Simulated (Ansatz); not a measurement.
`C=CCCCCCC` + `[CH3][In]([NH2])[Cl]` → `C[NH][In]([CH3])[Cl]` + `C=CCCCCC`  (substitution at a C–C bond)

Gas-phase electronic energies from Ansatz, PBE0-D4/def2-TZVP geometries. CCSD(T)/CBS is the MP2 limit (def2-TZVPP, def2-QZVPP) plus CCSD(T) − MP2 in def2-TZVPP, frozen cores. def2 core potentials past Kr. For In outer-core shells are correlated without core-valence functions, which leaves a few kJ/mol of doubt a bond. One conformer a species, not always the lowest.

`C=CCCCCCC`:

```xyz
24

C    -3.290    0.811    1.784
C    -2.196    0.664    1.049
C    -0.922    1.412    1.259
C     0.249    0.524    1.692
C     0.596   -0.609    0.734
C     0.981   -0.156   -0.665
C     1.419   -1.301   -1.563
C     1.796   -0.848   -2.963
H    -4.188    0.236    1.591
H    -3.327    1.520    2.606
H    -2.209   -0.056    0.234
H    -0.654    1.933    0.332
H    -1.079    2.187    2.015
H     0.018    0.101    2.675
H     1.131    1.161    1.827
H     1.427   -1.180    1.162
H    -0.243   -1.311    0.670
H     1.789    0.584   -0.598
H     0.139    0.362   -1.139
H     2.269   -1.816   -1.101
H     0.613   -2.042   -1.620
H     2.108   -1.687   -3.588
H     0.952   -0.360   -3.459
H     2.620   -0.130   -2.936
```

`[CH3][In]([NH2])[Cl]`:

Z-matrix (Å, degrees):
```
C
In 1 2.127
H 1 1.089 2 108.9
H 1 1.090 2 109.6 3 119.9
H 1 1.090 2 110.2 3 -120.4
N 2 2.004 1 133.3 3 -177.8
Cl 2 2.352 1 118.0 3 -4.5
H 6 1.009 2 117.4 1 -167.7
H 6 1.008 2 120.7 1 -27.8
```

`C[NH][In]([CH3])[Cl]`:

Z-matrix (Å, degrees):
```
C
N 1 1.442
H 1 1.098 2 112.6
H 1 1.098 2 112.5 3 121.7
H 1 1.093 2 110.4 3 -119.2
In 2 1.994 1 128.8 3 118.7
H 2 1.008 1 113.8 3 -60.9
Cl 6 2.350 2 108.2 1 -179.8
C 6 2.126 2 132.3 1 0.3
H 9 1.090 6 108.9 2 123.3
H 9 1.090 6 109.0 2 -118.2
H 9 1.089 6 110.9 2 2.5
```

`C=CCCCCC`:

Z-matrix (Å, degrees):
```
C
C 1 1.492
C 1 1.529 2 113.0
H 1 1.097 2 109.0 3 -120.3
H 1 1.094 2 109.5 3 123.7
C 2 1.325 1 125.4 3 -122.5
H 2 1.090 1 115.8 3 57.0
C 3 1.524 1 114.4 2 60.9
H 3 1.095 1 108.7 2 -175.7
H 3 1.096 1 108.8 2 -60.9
H 6 1.086 2 121.3 1 -0.3
H 6 1.084 2 121.7 1 -180.0
C 8 1.524 3 115.1 1 59.4
H 8 1.096 3 108.5 1 -178.3
H 8 1.095 3 109.0 1 -62.9
C 13 1.520 8 114.1 3 59.1
H 13 1.095 8 108.3 3 -179.1
H 13 1.095 8 109.6 3 -64.3
H 16 1.094 13 111.1 8 55.5
H 16 1.093 13 111.9 8 -64.5
H 16 1.092 13 111.2 8 175.5
```

```json
{"species": "`C=CCCCCCC`", "CCSD/CBS(def2) energy (Eh)": "-313.98945"}
{"species": "`[CH3][In]([NH2])[Cl]`", "CCSD/CBS(def2) energy (Eh)": "-745.39141"}
{"species": "`C[NH][In]([CH3])[Cl]`", "CCSD/CBS(def2) energy (Eh)": "-784.62823"}
{"species": "`C=CCCCCC`", "CCSD/CBS(def2) energy (Eh)": "-274.73610"}
```

Problem. Work out ΔE.

Solution. ΔE = (-784.62823) + (-274.73610) − (-313.98945) − (-745.39141) = 0.01653 Eh = +10.4 kcal/mol. CCSD(T)/CBS gives +10.2 kcal/mol.

Largest T1 diagnostic among the species: 0.013.

The D4 term adds −0.7 kcal/mol with B3LYP and −0.4 kcal/mol with PBE0; it sums over pairs of atoms, weighted by their polarisabilities, and B3LYP, whose exchange is more repulsive, gets the larger term.

B3LYP here is the variant with VWN-RPA as its local correlation; programs differ in this.
